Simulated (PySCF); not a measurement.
Match the calculated data to a structure.

All candidates are C5H10FN3Si.

- 13C NMR: chemical shifts (computed TMS as zero) by class: 168.2 (1 C), 167.6 (1 C), -0.7 (3 C) ppm [GIAO PBE0/pcSseg-1]
- Rotational structure: rotational constants A, B, C: 2.137, 0.649, 0.596 GHz [GFN2-xTB]
- NMR, other nuclei: isotropic shieldings of nuclei other than C and H, by class: -68 (1 N), 4 (1 N), 64 (1 N), 300 (1 F), 357 (1 Si) ppm [GIAO PBE0/pcSseg-1]
- 1H NMR: chemical shifts (computed TMS as zero) by class: 9.51 (1 H), 0.34 (9 H) ppm [GIAO PBE0/pcSseg-1]
- Dipole: 1.77 D [PBE0/pcSseg-1]

The electronic properties come from PySCF, for the isolated species, density fitting. Levels stand in brackets. Isolated species at its GFN2-xTB geometry, gas phase. NMR values are class means; diastereotopic atoms form classes of their own.

**Question.** Which candidate is it?
A. `C[Si](C)(C)n1ncc(F)n1`
B. `N#CC[Si@@H]1NC[C@H](CF)N1`
C. `CN[SiH2]n1c(F)cnc1C`
D. `C[Si](C)(C)c1n[nH]c(F)n1`

**Answer.** D. It is `C[Si](C)(C)c1n[nH]c(F)n1`. Numbering: `[CH3:1][Si:2]([CH3:3])([CH3:4])[c:5]1[n:6][nH:7][c:8]([F:9])[n:10]1`. Its formula, C5H10FN3Si, gives 3 degrees of unsaturation: 1 ring and 2 π bonds in the structure found (Kekulé form). 5 carbons fall into 3 classes; from least to most shielded: aromatic C–F carbon [C8] (168.2 ppm), substituted aromatic carbon [C5] (167.6 ppm), Si-methyl carbon [C1/C3/C4] (-0.7 ppm, 3 C). Hydrogen classes from least to most shielded: 1 H on a pyrrole-type nitrogen, N7 (9.51 ppm), 9 H on 3 Si-methyl carbons, C1/C3/C4 (0.34 ppm, a mean of values up to 0.6 ppm apart in this geometry). The other shieldings belong to: -68 ppm, pyridine-type nitrogen [N6]; 4 ppm, pyridine-type nitrogen [N10]; 64 ppm, pyrrole-type nitrogen [N7]; 300 ppm, aryl fluorine [F9]; 357 ppm, four-coordinate silicon [Si2]. By its constants the optimised geometry is an asymmetric top.

The others, at the same levels:
- `N#CC[Si@@H]1NC[C@H](CF)N1` fails: it has 5 carbon classes against 3; its computed 13C shifts are 121.3 (1 C), 87.0 (1 C), 56.7 (1 C), 47.6 (1 C), 6.2 (1 C) ppm, 1H shifts are 5.45 (1 H), 4.53 (1 H), 4.29 (1 H), 3.62 (1 H), 3.58 (1 H), 3.47 (1 H), 1.54 (1 H), 1.41 (1 H), 0.59 (1 H), 0.20 (1 H) ppm and smallest rotational constant is 0.554 GHz (against 0.596 GHz).
- `C[Si](C)(C)n1ncc(F)n1` fails: its computed 13C shifts are 175.6 (1 C), 124.6 (1 C), 0.2 (3 C) ppm, 1H shifts are 7.38 (1 H), 0.51 (9 H) ppm and smallest rotational constant is 0.643 GHz (against 0.596 GHz).
- `CN[SiH2]n1c(F)cnc1C` fails: it has 5 carbon classes against 3; its computed 13C shifts are 159.3 (1 C), 140.6 (1 C), 112.1 (1 C), 29.2 (1 C), 18.6 (1 C) ppm, 1H shifts are 6.59 (1 H), 5.41 (2 H), 2.79 (3 H), 2.39 (3 H), 0.09 (1 H) ppm and rotational constant A is 1.792 GHz (against 2.137 GHz).

Each candidate is one conformer, not necessarily the lowest. Dipoles, sizes and rotational constants follow the conformer. The torsions of the flexible species, by atom-mapped SMILES:
- `[CH3:1][Si:2]([CH3:3])([CH3:4])[c:5]1[n:6][nH:7][c:8]([F:9])[n:10]1`: C1–Si2–C5–N6 180°
- `[CH3:1][Si:2]([CH3:3])([CH3:4])[n:5]1[n:6][cH:7][c:8]([F:9])[n:10]1`: C1–Si2–N5–N6 120°
- `[CH3:1][NH:2][SiH2:3][n:4]1[c:5]([F:6])[cH:7][n:8][c:9]1[CH3:10]`: C1–N2–Si3–N4 175°, N2–Si3–N4–C5 123°

The conformers of `N#CC[Si@@H]1NC[C@H](CF)N1` aren't listed.
